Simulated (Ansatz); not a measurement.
Abridged output of a molecular run in Ansatz:

```
Functional definition: HF
1064 factors; integrals over basis functions are off by at most 1.2e-3 eV
mean field evaluation 1: about -78725.3799 eV, gradient 2.7e1 eV
mean field evaluation 2: about -78725.4228 eV, gradient 2.7e1 eV
mean field evaluation 4: about -78727.5813 eV, gradient 2.7e0 eV
mean field evaluation 8: about -78727.6084 eV, gradient 1.1e-1 eV
mean field evaluation 16: about -78727.5628 eV, gradient 3.6e-1 eV
mean field -78727.60841230 eV, -2893.1862456624 hartree, gradient 3.4e-6 eV, S^2 0.000000; 0 other end points of the search recorded, 0 dependent functions left out
16 core orbitals not correlated: weight in the atoms' cores, before any rotation towards them, 1.000 or more for the frozen orbitals, at most 0.000 for the correlated occupied ones
reference -78727.60841230 eV, -2893.1862456624 hartree; 17, 17 occupied and 75, 75 virtual orbitals, 1064 factors
second order -15.84424847 eV of doubles, -0.00000000 eV of singles
cycle   1  -16.53552665 eV  change   -6.9e-1 eV  update   7.6e-2
cycle   2  -16.94475733 eV  change   -4.1e-1 eV  update   2.3e-2
cycle   3  -16.98395117 eV  change   -3.9e-2 eV  update   8.7e-3
cycle   4  -16.98046485 eV  change    3.5e-3 eV  update   2.4e-3
cycle   5  -16.98119894 eV  change   -7.3e-4 eV  update   8.6e-4
cycle   6  -16.98082648 eV  change    3.7e-4 eV  update   2.6e-4
cycle   7  -16.98075799 eV  change    6.8e-5 eV  update   8.1e-5
cycle   8  -16.98077688 eV  change   -1.9e-5 eV  update   2.7e-5
perturbative correction -0.42681011 eV, -0.0156849824 hartree
Total energy: -78745.01599930 eV, -2893.8259626852 hartree
```

Its atoms:

```xyz
10

C     0.641    1.152    0.124
C     0.212   -0.217    0.646
Al   -0.908   -1.305   -0.519
Br   -1.529   -0.476   -2.535
H    -0.221    1.785   -0.101
H     1.261    1.687    0.850
H     1.217    1.068   -0.800
H     1.089   -0.827    0.900
H    -0.331   -0.115    1.597
H    -1.431   -2.753   -0.162
```

(1) Which basis set was used?
A. def2-SVPD
B. def2-SVP
C. def2-TZVPPD
D. cc-pV(T+d)Z

(2) Write the keys of the input that set method, charge and spin (a neutral closed shell needs none for the last two).

Results:

(1) B. It gives 108 functions.

(2) 
```yaml
correlation: {method: ccsd_t}
```
